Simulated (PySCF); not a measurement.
FH3O2Sn, SMILES [OH][SnH]([OH])[F]. Coordinates come from a B3LYP-D3(BJ)/def2-SVP optimisation. The def2 effective core potentials stand for the cores of Sn; spin–orbit coupling is left out. One conformer was computed; it need not be the lowest.

Question: Give the equilibrium geometry at B3LYP-D3(BJ)/def2-SVP (PySCF confirms it by a frequency run) as Cartesian coordinates in Å. (The exact figures need the calculation; the answer reports its results.)

Answer: Several could match; the one computed here: 
```xyz
7

Sn    -0.1038     0.1400    -0.1850
O     -1.4210    -1.2603     0.2564
O      1.6257    -0.7010    -0.6570
F      0.3383     1.1011     1.4490
H     -0.7719     1.1906    -1.3419
H     -1.0311    -1.9745     0.7815
H      2.3121    -0.4332    -0.0272
```
Charge 0, spin multiplicity 1.
